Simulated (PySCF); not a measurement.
Input of a run (PBE0-D3(BJ)/def2-SVP geometry optimisation, gas phase, def2 core potentials past Kr (PySCF 2.14.0)), started from GFN2-xTB:
```
{"job": {"xc": "PBE0", "basis": "def2-SVP", "d3": "d3bj", "grid": 1, "maxiter": 30, "shake": 0.01, "kind": "geom"}, "charge": 0, "multiplicity": 1}
O     -0.729080    -1.589910    -0.471160
B     -1.403610    -0.499920     0.029910
O     -2.749250    -0.450770     0.243040
Si    -0.265310     1.061590     0.455280
Sn     2.073060     0.444190    -0.174560
H     -1.240700    -2.353420    -0.707660
H     -3.248800    -1.222560     0.035790
H     -0.217860     1.475950     1.858130
H     -0.582530     2.302940    -0.251230
H      2.826000    -0.752270     0.746000
H      3.215680     1.670650    -0.060710
H      2.362090    -0.114730    -1.711850
```

Output (energies in Eh, forces in Eh/bohr):
```
step   0  E = -682.83221696  max force = 0.021496
step   1  E = -682.84067496  max force = 0.012224
step   2  E = -682.84140828  max force = 0.001781
step   3  E = -682.84152648  max force = 0.002064
step   4  E = -682.84157611  max force = 0.000927
step   5  E = -682.84158871  max force = 0.000317
optimisation converged
```

Q: Summarise the run.

A: The energy falls by 0.255 eV over 6 energy and gradient evaluations, the largest force component goes from 0.0215 to 3.2e-04 Eh/bohr, and the atoms move by 0.102 Å rms after alignment. The bond that changes most is Si4–Sn5 (ends: SiH2 silicon; tin bonded to Si and 3 H), which lengthens by 0.066 Å. Bonds longer at the end by more than 0.005 Å: 9 of 11; shorter: 1. Among the angles that change most is Si4–Sn5–H12, from 118.6° to 110.9°. The energy never rose by more than 1e-6 Eh on the way. The first step brought 90 % of the lowering.

Q: What are the final bond lengths?

A: O1–B2 1.362 Å, B2–O3 1.359 Å, B2–Si4 2.037 Å, Si4–Sn5 2.565 Å, O1–H6 0.965 Å, O3–H7 0.965 Å, Si4–H8 1.499 Å, Si4–H9 1.499 Å, Sn5–H10 1.717 Å, Sn5–H11 1.718 Å, Sn5–H12 1.717 Å. Numbering counts from 1 in the input's order; the species is `OB(O)[SiH2][SnH3]`.

The run used 121 basis functions and 42 SCF cycles in all. The run took 68 s on one thread of an Arm Neoverse N1, shared host with 64 logical CPUs at a one-minute load of 58, and the process peaked at 0.50 GiB of memory.

Whether it is a minimum is left open (no frequencies). One conformer, not necessarily the lowest.

Conformer computed: `[OH:1][B:2]([OH:3])[SiH2:4][SnH3:5]`: O1–B2–Si4–Sn5 1°, H–O1–B2–O3 0°, H–O3–B2–O1 0°.
